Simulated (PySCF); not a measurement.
Dipole response of O²⁺ (oxygen, charge +2)

[He] 2s2 2p2, high-spin 3P determinant. All numbers are calculated (PySCF 2.14, the spin-free X2C one-electron Hamiltonian (Gaussian nucleus), in x2c-QZVPPall with one added diffuse shell each of s, p, d, f type (8s5p4d3f1g, 73 functions)). Coupled (time-dependent) response in atomic units; α is the mean over directions.

```csv
method,mean α (bohr³),"α xx, yy, zz",C₆ (like pair),S(−4)
UHF,1.796,"1.913, 1.737, 1.737",2.346,3.624
PBE,1.741,"1.858, 1.682, 1.682",2.328,2.790
PBE0,1.739,"1.858, 1.680, 1.680",2.313,2.868
revPBE,1.744,"1.860, 1.686, 1.686",2.337,2.792
wB97M-V,1.714,"1.838, 1.653, 1.653",2.311,2.491
```

S(−4) is the Cauchy moment in α(ω) = α(0) + S(−4) ω² + …

α(iu) at wB97M-V:

| u (hartree) | α(iu) (bohr³) |
| --- | --- |
| 0 | 1.714 |
| 0.0500 | 1.708 |
| 0.100 | 1.690 |
| 0.200 | 1.623 |
| 0.300 | 1.528 |
| 0.500 | 1.309 |
| 0.750 | 1.062 |
| 1.00 | 0.8686 |
| 1.50 | 0.6060 |
| 2.00 | 0.4431 |
| 3.00 | 0.2631 |
| 5.00 | 0.1220 |

A single London oscillator, α(iu) = α/(1 + u²/ω²), gives C₆ = (3/4) ω α². Matching the computed C₆ needs ω = 4 × 2.311 / (3 × 1.714²) = 1.05 hartree.

For an ion, C₆ is the dispersion term alone; charge-induced terms of lower order in 1/R come first.

The components differ because the open shell of this determinant is not spherical; for a pure term their mean is the scalar polarisability.
